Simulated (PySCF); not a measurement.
Identify the unknown among the candidates.

All candidates are C5H3FOS.

| technique | computed result |
| --- | --- |
| 1H NMR | chemical shifts (computed TMS as zero) by class: 8.19 (1 H), 7.90 (1 H), 7.27 (1 H) ppm [GIAO PBE0/pcSseg-1] |
| 13C NMR | chemical shifts (computed TMS as zero) by class: 160.3 (1 C), 147.8 (1 C), 135.8 (1 C), 135.1 (1 C), 133.3 (1 C) ppm [GIAO PBE0/pcSseg-1] |
| UV, first state | lowest singlet excitation: 5.29 eV (234 nm, f = 0.027) [TDDFT CAM-B3LYP/def2-SVPD] |
| Dipole | 3.85 D [CAM-B3LYP/def2-SVPD] |
| UV, strongest line | among the 8 lowest singlet transitions: S5 at 6.64 eV (187 nm, f = 0.302) [TDDFT CAM-B3LYP/def2-SVPD] |
| Polarisability | 77.6 au [CAM-B3LYP/def2-SVPD] |
| NMR, other nuclei | isotropic shieldings of nuclei other than C and H, by class: -91 (1 O), 143 (1 F), 255 (1 S) ppm [GIAO PBE0/pcSseg-1] |
| Rotational structure | rotational constants A, B, C: 4.425, 1.167, 0.923 GHz [GFN2-xTB] |

Gas-phase values; electronic properties from PySCF, density fitting. Levels stand in brackets. Isolated species at its GFN2-xTB geometry (one conformer only). NMR classes are plain means over equivalent atoms (diastereotopic ones count apart unless rotation or inversion swaps them), as if these changed places fast.

Problem. Which candidate is it?
A. `O=C(F)c1cccs1`
B. `O=c1ccscc1F`
C. `O=C(F)c1ccsc1`

Solution. C. It is `O=C(F)c1ccsc1`. Numbering: `[O:1]=[C:2]([F:3])[c:4]1[cH:5][cH:6][s:7][cH:8]1`. Its formula, C5H3FOS, gives 4 degrees of unsaturation: 1 ring and 3 π bonds in the structure found (Kekulé form). 5 carbons fall into 5 classes; from least to most shielded: acyl halide carbon [C2] (160.3 ppm), aromatic CH next to a ring sulfur [C8] (147.8 ppm), aromatic CH carbon [C5] (135.8 ppm), aromatic CH next to a ring sulfur [C6] (135.1 ppm), substituted aromatic carbon [C4] (133.3 ppm). Hydrogen classes from least to most shielded: 1 H on an aromatic CH next to a ring sulfur, C8 (8.19 ppm), 1 H on an aromatic CH carbon, C5 (7.90 ppm), 1 H on an aromatic CH next to a ring sulfur, C6 (7.27 ppm). The other shieldings belong to: -91 ppm, carbonyl oxygen [O1]; 143 ppm, acyl fluorine [F3]; 255 ppm, thiophene-type sulfur [S7]. S1 is mainly HOMO→LUMO (weight 0.81); the largest Löwdin shares of the orbital it empties are 0.29 on an aromatic CH next to a ring sulfur, 0.25 on an aromatic CH next to a ring sulfur, 0.17 on the aromatic CH carbon and 0.14 on the substituted aromatic carbon, of the orbital it fills 0.25 on an aromatic CH next to a ring sulfur, 0.17 on the thiophene-type sulfur, 0.17 on the acyl halide carbon and 0.16 on the carbonyl oxygen. The optimised geometry has point group Cs and is an asymmetric top.

The others, at the same levels:
- `O=C(F)c1cccs1` fails: its computed 13C shifts are 159.9 (1 C), 147.8 (1 C), 143.8 (1 C), 137.9 (1 C), 132.5 (1 C) ppm, rotational constant A is 3.689 GHz (against 4.425 GHz) and smallest rotational constant is 1.020 GHz (against 0.923 GHz).
- `O=c1ccscc1F` fails: its computed 13C shifts are 173.1 (1 C), 167.2 (1 C), 142.3 (1 C), 141.4 (1 C), 123.1 (1 C) ppm, 1H shifts are 7.42 (1 H), 7.26 (1 H), 7.18 (1 H) ppm and rotational constant A is 3.000 GHz (against 4.425 GHz).

Each candidate is one conformer, not necessarily the lowest. The conformers computed, where there is a choice (atom-mapped SMILES and torsion angles):
- `[O:1]=[C:2]([F:3])[c:4]1[cH:5][cH:6][s:7][cH:8]1`: O1–C2–C4–C5 0°
- `[O:1]=[C:2]([F:3])[c:4]1[cH:5][cH:6][cH:7][s:8]1`: O1–C2–C4–C5 180°
